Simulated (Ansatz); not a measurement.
cerium atom (Ce), triplet (typed; the unrestricted solution is spin-contaminated) (core potentials on Ce); HF/def2-SVP (Ansatz, a program for electronic structure).

Ansatz was given this input:
Ansatz 0.2 input:
```yaml
crystal:
  periodic: [false, false, false]
  atoms:
    - {symbol: Ce, position_ang: [0.00000000, 0.00000000, 0.00000000]}
basis:
  gaussian:
    orbitals: def2-SVP
hamiltonian:
  xc: hf
magnetization: {spin_polarized: true, initial_magnetization: 2}
```

Task: Predict the main parts of the log of this Ansatz run.

Result: 
```
Functional definition: HF
542 factors; integrals over basis functions are off by at most 1.9e-4 eV
mean field evaluation 1: about -12862.7788 eV, gradient 5.8e1 eV
mean field evaluation 2: about -12863.4364 eV, gradient 5.8e1 eV
mean field evaluation 4: about -12879.3028 eV, gradient 4.2e1 eV
mean field evaluation 8: about -12883.4087 eV, gradient 5.8e-1 eV
mean field evaluation 16: about -12883.4415 eV, gradient 7.3e-2 eV
mean field evaluation 32: about -12883.4419 eV, gradient 5.7e-5 eV
mean field evaluation 64: about -12885.0543 eV, gradient 4.6e-1 eV
mean field evaluation 96: about -12883.6026 eV, gradient 2.5e-1 eV
mean field evaluation 128: about -12885.1093 eV, gradient 6.6e-2 eV
mean field evaluation 160: about -12884.7816 eV, gradient 2.3e-1 eV
mean field evaluation 192: about -12884.8145 eV, gradient 4.1e-1 eV
mean field evaluation 224: about -12883.5929 eV, gradient 4.3e-1 eV
mean field evaluation 256: about -12885.1212 eV, gradient 2.2e-3 eV
mean field evaluation 288: about -12885.1075 eV, gradient 5.5e-2 eV
mean field evaluation 320: about -12885.0682 eV, gradient 4.5e-1 eV
mean field evaluation 352: about -12885.1050 eV, gradient 1.1e-1 eV
mean field evaluation 384: about -12884.1021 eV, gradient 1.6e1 eV
mean field evaluation 416: about -12885.0725 eV, gradient 1.2e-1 eV
mean field evaluation 448: about -12884.9768 eV, gradient 3.6e-1 eV
mean field evaluation 480: about -12885.0545 eV, gradient 8.2e-2 eV
mean field evaluation 512: about -12884.4387 eV, gradient 2.8e0 eV
mean field evaluation 544: about -12885.0451 eV, gradient 2.4e-1 eV
mean field evaluation 576: about -12885.0609 eV, gradient 1.9e-1 eV
mean field evaluation 608: about -12885.0864 eV, gradient 2.0e0 eV
mean field evaluation 640: about -12874.4382 eV, gradient 5.1e1 eV
mean field evaluation 672: about -12880.9374 eV, gradient 1.6e0 eV
mean field evaluation 704: about -12879.3483 eV, gradient 2.2e0 eV
mean field evaluation 736: about -12865.7594 eV, gradient 4.6e1 eV
mean field evaluation 768: about -12878.9689 eV, gradient 6.4e0 eV
mean field -12885.12120611 eV, -473.5194704757 hartree, gradient 4.3e-6 eV, S^2 2.350658; 8 other end points of the search recorded, 0 dependent functions left out
reference -12885.12120611 eV, -473.5194704757 hartree; 16, 14 occupied and 62, 64 virtual orbitals, 542 factors
Total energy: -12885.12120611 eV, -473.5194704757 hartree
```
